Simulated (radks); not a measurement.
Polarisability of the calcium ion Ca3+, [Ne] 3s2 3p5, at imaginary frequency. Method: scalar-relativistic Kohn-Sham, LDA (Slater exchange, Perdew-Wang correlation), spin-polarised, spherical densities, finite nucleus; open shells are filled with parallel spins first; Fermi nuclear charge, rms radius 3.4776 fm; computed with a radial shooting solver on a logarithmic mesh with Libxc functionals. Response by self-consistent Sternheimer equations with the Hartree and adiabatic LDA kernel, the relativistic mass of each level held fixed and spin-orbit coupling left out.

w (hartree),alpha1(iw) (bohr^3)
0.00266,2.537
0.0143,2.536
0.0360,2.535
0.0697,2.530
0.118,2.517
0.186,2.489
0.280,2.432
0.413,2.320
0.605,2.118
0.892,1.783
1.35,1.310
2.12,0.7909
3.59,0.3751
6.94,0.1348
17.5,0.03178

Static values: alpha1 = 2.537 bohr^3 (0.3759 angstrom^3; uncoupled 4.084). C6 = 6.827, triple-dipole C9 = 12.72 atomic units. One-pole (London) frequency 4 C6 / (3 alpha1^2) = 1.415 hartree, against 2.170 for minus the highest occupied eigenvalue.
